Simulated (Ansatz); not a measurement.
Cost and result for the atomization energy of CH6AlBOSi (11 atoms, 11 bonds).

```xyz
11

O    -2.164    1.831    0.871
C    -1.188    1.758    1.644
Al   -1.292    0.061    0.699
B    -0.048   -0.163   -0.993
Si    1.657   -1.214   -0.990
H    -0.973    2.641    2.272
H    -2.170   -1.051    1.409
H    -0.284    0.428   -2.011
H     1.738   -2.271    0.058
H     2.700   -0.190   -0.662
H     2.024   -1.831   -2.296
```

Total charge 0; spin multiplicity 1. The bonds changed during the relaxation, so this is another structure than the one it started from. All single points use the PBE0-D4/def2-TZVP geometry. It is one conformer, not always the lowest. Program: Ansatz. All runs use 4 threads of an AMD EPYC 9R45 on a shared host. Times are those of one run each, without the atoms' runs, and a repeat can differ threefold. Electronic energies, without spin–orbit coupling; frozen cores. CCSD(T)/CBS adds CCSD(T) − MP2 in def2-TZVPP to the MP2 limit, and its time is that of the two runs behind it. T1 = 0.017. B3LYP takes the VWN-RPA correlation (the form of Gaussian; ORCA's B3LYP/G).

CCSD(T)/CBS is a level of theory with its own doubt, some kJ/mol a heavy atom from the limit and from the frozen cores, so smaller differences don't rank the functionals.

```
                             level  functions  wall time  atomization (kcal/mol)  difference from CCSD(T)/CBS  per bond
   PBE-D4/def2-TZVPP (with forces)        261        1 s                   859.0                         11.4       1.0
                PBE0-D4/def2-TZVPP        261      1.1 s                   845.0                         -2.6      -0.2
r2SCAN-D4/def2-TZVPP (with forces)        261      1.6 s                   853.9                          6.3       0.6
 B3LYP-D4/def2-TZVPP (with forces)        261      1.8 s                   848.0                          0.4       0.0
                 B2PLYP/def2-TZVPP        261      2.2 s                   837.8                         -9.8      -0.9
                ωB97X-V/def2-TZVPP        261      2.8 s                   855.1                          7.5       0.7
  ωB97M-V/def2-TZVPP (with forces)        261        4 s                   851.3                          3.7       0.3
                    MP2/def2-QZVPP        491      8.5 s                   847.3                         -0.3       0.0
                CCSD(T)/def2-TZVPP        261       34 s                   825.4                        -22.2      -2.0
                 CCSD(T)/CBS(def2)          –       43 s                   847.6                          0.0       0.0
```

The D4 term adds +8.2 kcal/mol with B3LYP and +4.3 kcal/mol with PBE0; it sums over pairs of atoms, weighted by their polarisabilities, and B3LYP, whose exchange is more repulsive, gets the larger term. From PBE to PBE0 (25 % exact exchange), in def2-TZVPP and without D4, the atomization energy moves by −13.2 kcal/mol: exact exchange takes away binding that semilocal exchange gives to molecules. In def2-TZVPP, CCSD(T) changes the Hartree–Fock value by +202.5 kcal/mol (the triples alone add +12.6 kcal/mol) and MP2 by +211.1 kcal/mol; breaking electron pairs costs correlation energy, which Hartree–Fock lacks.
